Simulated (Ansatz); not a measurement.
Geometry optimisation, UKS PBE0-D4/STO-3G (Ansatz 0.2.0).

input.yaml

```yaml
crystal:
  periodic: [false, false, false]
  atoms:
    - { symbol: C, position_ang: [0.4692, -1.8838, -0.5754] }
    - { symbol: C, position_ang: [1.0735, -0.5486, -0.1031] }
    - { symbol: C, position_ang: [0.4358, 0.706, -0.7679] }
    - { symbol: B, position_ang: [-0.9541, 1.0043, -0.2774] }
    - { symbol: Al, position_ang: [-1.445, 1.5262, 1.6629] }
    - { symbol: H, position_ang: [-0.6484, -1.855, -0.2898] }
    - { symbol: H, position_ang: [0.9645, -2.7075, -0.128] }
    - { symbol: H, position_ang: [0.5349, -1.9029, -1.6991] }
    - { symbol: H, position_ang: [1.0068, -0.4649, 1.0474] }
    - { symbol: H, position_ang: [2.1598, -0.5841, -0.3372] }
    - { symbol: H, position_ang: [0.4702, 0.5968, -1.8385] }
    - { symbol: H, position_ang: [1.109, 1.5954, -0.4764] }
    - { symbol: H, position_ang: [-1.958, 1.0005, -1.0762] }
    - { symbol: H, position_ang: [-0.291, 1.6197, 2.7693] }
    - { symbol: H, position_ang: [-2.9491, 1.8473, 2.1188] }
magnetization:
  spin_polarized: true
basis:
  gaussian: { orbitals: STO-3G }
hamiltonian:
  xc: pbe0
  dispersion: d4
relax:
  f_tol: 0.02
  max_steps: 40
```

Launched with:

```bash
$ ansatz run input.yaml --threads 1 --pin off --max-ram 2048MiB --backend cpu --events-out ev --progress --plain --runs-dir out
```

Problem. Where does it end, and by what steps?

Solution. It converged. The force dipped under the threshold on the way, but the program's further checks kept it going. Limits of this set-up: minimal basis. After 38 steps the energy has fallen by 1.054 eV; H15 moved furthest, 2.14 Å.

| step | energy less start (eV) | largest force component (eV/Å) | accepted |
| --- | --- | --- | --- |
| 0 | 0.0000 | 4.598 | yes |
| 2 | -0.7415 | 0.154 | yes |
| 4 | -0.7504 | 0.076 | yes |
| 6 | -0.7611 | 0.153 | yes |
| 8 | -0.8021 | 0.425 | yes |
| 10 | -0.8411 | 1.074 | yes |
| 12 | -0.9935 | 0.358 | yes |
| 14 | -1.0305 | 0.043 | yes |
| 16 | -1.0349 | 0.077 | yes |
| 18 | -1.0361 | 0.030 | yes |
| 20 | -1.0379 | 0.055 | yes |
| 22 | -1.0395 | 0.143 | yes |
| 24 | -1.0415 | 0.067 | yes |
| 26 | -1.0423 | 0.219 | no |
| 28 | -1.0488 | 0.085 | yes |
| 30 | -1.0509 | 0.076 | yes |
| 32 | -1.0518 | 0.098 | yes |
| 34 | -1.0532 | 0.017 | yes |
| 36 | -1.0534 | 0.079 | yes |
| 38 | -1.0538 | 0.007 | yes |

```xyz
15
Properties=species:S:1:pos:R:3
C 0.259 -1.524 0.168
C 1.228 -0.424 -0.315
C 0.525 0.763 -1.031
B -0.629 1.518 -0.266
Al -1.620 0.718 1.296
H -0.406 -1.157 0.970
H 0.812 -2.376 0.586
H -0.373 -1.887 -0.653
H 1.798 -0.048 0.548
H 1.958 -0.884 -1.001
H 0.047 0.378 -1.953
H 1.298 1.463 -1.388
H -0.901 2.567 -0.729
H -1.107 0.867 2.702
H -2.911 -0.026 1.095
```

Whether the end is a true minimum wasn't checked by a vibrational analysis.

Time of the run: 2.5 min on 1 thread of Arm Neoverse V2 (shared host), peak memory 0.16 GiB.
